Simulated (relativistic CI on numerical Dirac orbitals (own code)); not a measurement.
## Pd5+: 4p photoemission

Computed with this model: Dirac-Coulomb-Breit CI, separate exchange-only KLI orbitals for each configuration, a model potential for QED, valence Slater integrals scaled by 0.8, multiplet model of photoemission in the sudden approximation; configurations [Kr] 4d5 → [Ar] 3d10 4s2 4p5 4d5; 300 K; Lorentzian 1.68 eV and Gaussian 0.6 eV FWHM. Energies are those of the free ion, without screening or charge transfer. The energies are binding energies and can lie tens of eV above those of solids. S is read from ⟨S²⟩ = S(S + 1).

Field parameters in Wybourne normalisation: Oh B⁴₀ = 21Dq, B⁴₄ = √(5/14) B⁴₀. The field is a parameter set, without covalency.

Peaks in eV (height, largest 100): 133.2 (100), 141.8 (27), 148.6 (17).

Question: Which surroundings give this spectrum?
A. Oh, 10Dq = 23500 cm⁻¹
B. free ion
C. Oh, 10Dq = 38500 cm⁻¹

Answer: A. Oh, 10Dq = 23500 cm⁻¹, where the ground state has S = 0.79.
